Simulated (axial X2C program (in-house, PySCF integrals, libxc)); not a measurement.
## Outer orbitals of RuSn at 2.448 Å, HF

Computed with an in-house all-electron X2C program for linear molecules (integrals from PySCF). Spin-free means the one-electron spin-free X2C Hamiltonian; two-component (2c) means X2C with spin–orbit coupling and atomic mean-field two-electron Coulomb and Gaunt terms, so the difference of the two also holds small scalar two-electron terms. Basis: Sn dyall-cv3z [11s12p9d4f1g], Ru dyall-cv3z [12s12p8d5f3g] (cores contracted in-house); Gaussian nuclei, density fitting, unrestricted open shells. Masses: Sn 119.902 u, Ru 101.904 u.

The distance is close to the 2c PBE0 minimum; the highest filled and lowest empty levels are listed.

Spin-free orbitals, state M_S = 1, Λ = 2 (beyond evenly filled blocks: σα, δ+α, δ+β, δ-α) (Löwdin shares):

```csv
symmetry,occupied,ε (eV),atomic character
σβ,yes,-35.02,99% Sn d
π+β,yes,-34.98,99% Sn d
π-β,yes,-34.98,99% Sn d
δ-β,yes,-34.96,100% Sn d
δ+β,yes,-34.95,100% Sn d
σα,yes,-34.87,99% Sn d
δ+α,yes,-34.80,100% Sn d
δ-α,yes,-34.80,100% Sn d
π-α,yes,-34.79,100% Sn d
π+α,yes,-34.79,100% Sn d
σβ,yes,-16.64,"62% Sn s, 15% Ru p, 12% Ru s"
σα,yes,-15.63,"86% Ru d, 10% Sn s"
π+α,yes,-14.80,98% Ru d
π-α,yes,-14.80,98% Ru d
δ-α,yes,-14.08,100% Ru d
δ+α,yes,-14.08,100% Ru d
σα,yes,-11.56,"55% Sn s, 20% Ru s, 15% Ru d"
δ+β,yes,-10.93,100% Ru d
σβ,yes,-8.46,"72% Sn p, 9% Ru d, 8% Ru s"
π+β,yes,-7.68,"56% Sn p, 30% Ru d, 10% Ru p"
π-β,yes,-7.49,"66% Sn p, 21% Ru d, 10% Ru p"
σα,yes,-7.17,"50% Ru s, 25% Ru p, 16% Sn p"
π-α,no,0.24,"70% Ru p, 30% Sn p"
π+α,no,0.24,"70% Ru p, 30% Sn p"
σβ,no,0.31,"73% Ru s, 15% Ru d, 8% Ru p"
σα,no,0.52,"54% Sn p, 26% Ru p, 15% Ru s"
```

Spinors with spin–orbit coupling (state Ω = 3):

```csv
ω,occupied,ε (eV),atomic character,λ mixture
-5/2,yes,-34.49,100% Sn d,100% δ
-3/2,yes,-34.47,100% Sn d,"74% π, 26% δ"
-1/2,yes,-34.46,99% Sn d,"50% π, 50% σ"
1/2,yes,-34.45,99% Sn d,"64% σ, 36% π"
3/2,yes,-34.35,100% Sn d,"84% π, 16% δ"
5/2,yes,-34.34,100% Sn d,100% δ
-1/2,yes,-16.62,"62% Sn s, 15% Ru p, 12% Ru s",100% σ
1/2,yes,-15.65,"86% Ru d, 9% Sn s",100% σ
-1/2,yes,-14.90,98% Ru d,100% π
3/2,yes,-14.74,98% Ru d,100% π
-3/2,yes,-14.26,100% Ru d,100% δ
5/2,yes,-13.94,100% Ru d,100% δ
1/2,yes,-11.58,"55% Sn s, 20% Ru s, 15% Ru d",100% σ
3/2,yes,-11.09,100% Ru d,100% δ
-1/2,yes,-8.44,"72% Sn p, 9% Ru d, 8% Ru s",100% σ
1/2,yes,-7.82,"60% Sn p, 27% Ru d, 10% Ru p","98% π, 2% σ"
-3/2,yes,-7.33,"64% Sn p, 23% Ru d, 10% Ru p",100% π
1/2,yes,-7.18,"50% Ru s, 25% Ru p, 16% Sn p","99% σ, 1% π"
-1/2,no,0.19,"66% Ru p, 30% Sn p, 2% Ru s","97% π, 3% σ"
3/2,no,0.28,"72% Ru p, 28% Sn p",100% π
-1/2,no,0.30,"70% Ru s, 15% Ru d, 10% Ru p","97% σ, 3% π"
1/2,no,0.52,"54% Sn p, 27% Ru p, 15% Ru s","98% σ, 2% π"
```

**Question.** How does the gap between the highest filled and lowest empty level change from the spin-free to the 2c table?

**Answer.** From 7.41 to 7.37 eV at HF, a change of -0.04 eV.

Mulliken charges and populations of the two-component result (they depend on the basis, above all on diffuse functions):

Sn 0.02 e (s 9.79 p 20.16 d 20.02 f 0.01), Ru -0.02 e (s 9.04 p 18.41 d 16.54 f 0.03). ⟨Lz⟩ = 2.00 ħ and ⟨Sz⟩ = 1.00 ħ (-1.03 and 2.03 on the two atoms), which add up to Ω.

The state is a single determinant with fixed occupations, the lowest that a limited PBE0 search found. PBE0 can misorder states that lie within some tenths of an eV, so this need not be the ground state of the molecule. The nearest other spin-free determinant of the search, M_S = 1, Λ = 0, lies 0.14 eV up at the distance of the search. With several unpaired electrons one determinant need not be a pure state. The determinant is spin-polarised beyond a pure state at some levels (its spin-free form has ⟨S²⟩ too high), which makes Re and μ there less reliable.
